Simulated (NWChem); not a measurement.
CH4FNTi; SMILES [CH3][Ti](=[NH])[F]

Problem. Give the equilibrium geometry at PBE0/def2-SVP (NWChem) as an XYZ file, with the point group.

Solution. point group C1; any orientation.
```
8

Ti    -0.1191    -0.0884     0.2063
N     -1.5515     0.3256    -0.5025
H     -2.3829     0.3322    -1.0920
F      0.4426    -1.7456    -0.1004
C      1.2628     1.4104    -0.2521
H      2.2468     1.1978     0.2055
H      0.9172     2.4075     0.0706
H      1.3980     1.4563    -1.3466
```
